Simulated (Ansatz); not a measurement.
Ideal-gas functions of FH₃NO₂Ta (`[NH2][Ta](=[O])([OH])[F]`) at 298.15 K and 1 bar, from an Ansatz frequency run at PBE0-D4/def2-TZVP.

Molar mass 248.98 g/mol, point group C1 (symmetry number 1), electronic degeneracy 1, moments of inertia 156.098, 160.452, 181.407 u Å². Harmonic wavenumbers (cm⁻¹, unscaled): 181, 184, 189, 217, 231, 371, 380, 482, 531, 606, 662, 692, 719, 1015, 1549, 3579, 3678, 3940.

Use S(trans) = R[1.5 ln M + 2.5 ln T − 1.1517]; rotational temperatures θ = 24.2544 K / I; S(rot) = R[ln(√π/σ · √(T³/θAθBθC)) + 1.5]; for each mode x = 1.438777 ν̃/T, S = R[x/(eˣ − 1) − ln(1 − e⁻ˣ)] and H = RT x/(eˣ − 1); 1 cm⁻¹ = 0.0119627 kJ/mol; R = 8.31446 J/(mol·K).

**Question.** By hand: the entropy, in J/(mol·K).

**Answer.** Translation 177.7. Rotation: θ = 0.1554, 0.1512, 0.1337 K, giving 112.2. Vibration, mode by mode: 9.70, 9.57, 9.36, 8.30, 7.83, 4.50, 4.35, 2.95, 2.45, 1.84, 1.48, 1.32, 1.19, 0.37, 0.04, 0.00, 0.00, 0.00, in all 65.2. Electronic 0.0. Sum 355.1 J/(mol·K).

**Question.** By hand: H − E and G − E in kJ/mol, counted from the electronic energy.

**Answer.** Zero-point energy ½ × 19206 × 0.0119627 = 114.9; thermal vibration 11.7; translation, rotation and pV give 4 RT = 9.9. H − E = 136.5 kJ/mol, and G − E = 136.5 − 298.15 × 355.1/1000 = 30.6 kJ/mol.

Vibration gives 18 % of the entropy. The sum counts one conformer and one mirror image; others add a mixing term.
